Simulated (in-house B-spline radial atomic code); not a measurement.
# Ionising the xenon ion Xe⁺ with different functionals

Computed with a B-spline radial code for spherical atoms: scalar-relativistic (spin-free X2C) Hamiltonian, Fermi nucleus of rms radius 4.7859 fm, spin-polarised at highest spin, spherical fractional occupations for the functionals, and exact exchange of hybrids averaged over the configuration. The ionisation energy is the difference of two self-consistent energies, [Kr] 4d10 5s2 5p5 → [Kr] 4d10 5s2 5p4, without Breit or QED terms; ε is the level of the shell that loses the electron (its least bound occupied spin orbital). There is no spin-orbit coupling in this Hamiltonian.

```json
{"method": "PBE0", "rung": "global hybrid", "ΔSCF (eV)": "21.15", "-ε(5p) (eV)": "17.93"}
{"method": "B3LYP", "rung": "global hybrid", "ΔSCF (eV)": "21.22", "-ε(5p) (eV)": "17.70"}
{"method": "TPSSh", "rung": "global hybrid", "ΔSCF (eV)": "21.18", "-ε(5p) (eV)": "17.22"}
{"method": "BHandHLYP", "rung": "global hybrid", "ΔSCF (eV)": "?", "-ε(5p) (eV)": "?"}
{"method": "r2SCAN0", "rung": "global hybrid", "ΔSCF (eV)": "21.23", "-ε(5p) (eV)": "18.09"}
{"method": "B97-1", "rung": "global hybrid", "ΔSCF (eV)": "21.07", "-ε(5p) (eV)": "17.63"}
{"method": "HSE06", "rung": "range-separated hybrid", "ΔSCF (eV)": "21.15", "-ε(5p) (eV)": "17.51"}
{"method": "wB97X", "rung": "range-separated hybrid", "ΔSCF (eV)": "21.07", "-ε(5p) (eV)": "20.28"}
{"method": "CAM-B3LYP", "rung": "range-separated hybrid", "ΔSCF (eV)": "?", "-ε(5p) (eV)": "?"}
{"method": "LC-wPBE", "rung": "range-separated hybrid", "ΔSCF (eV)": "21.21", "-ε(5p) (eV)": "20.81"}
```

What does CAM-B3LYP give?

ΔSCF 21.23 eV, and -ε(5p) = 19.36 eV.

What does BHandHLYP give?

ΔSCF 21.07 eV, and -ε(5p) = 19.07 eV.

Among the functionals, which spreads more, the ΔSCF values or the orbital energies?

The orbital energies: ΔSCF values span about 0.16 eV and the orbital energies 3.58 eV; here energy differences depend much less on the functional than eigenvalues do.

How do they compare with the NIST value?

NIST lists 20.975 eV ± 0.004 (semi-empirical, ground level to ground level). Errors run from +0.09 to +0.26 eV; B97-1 is closest (+0.09 eV), though others lie within the uncertainty of it, and part of that can be cancellation, since the calculations leave out spin-orbit coupling, Breit-QED terms, multiplet and fine-structure energies.
